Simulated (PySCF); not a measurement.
Be(F)(OH) (BeFHO), SMILES [OH][Be][F].

Geometry: TPSSh-D3(BJ)/def2-TZVP. Other conformers were not sampled.

Vertical ionisation energy (IE) and electron affinity (EA) in eV. Rows of orbital energies are one-electron estimates. Where ΔSCF, EOM or ADC give a negative EA the extra electron is unbound and the value depends on the basis.

| level | IE | EA |
|---|---|---|
| −ε(HOMO), −ε(LUMO), M06-2X/def2-TZVPD (PySCF) | ___ | ___ |
| −ε(HOMO), −ε(LUMO), PBE/def2-TZVPD (PySCF) | 7.85 | 1.34 |

Fill in the missing entries. (An estimate is asked for; the answer gives what the named calculation found.)


- −ε(HOMO), −ε(LUMO), M06-2X/def2-TZVPD (PySCF), IE: 11.36
- −ε(HOMO), −ε(LUMO), M06-2X/def2-TZVPD (PySCF), EA: 0.51
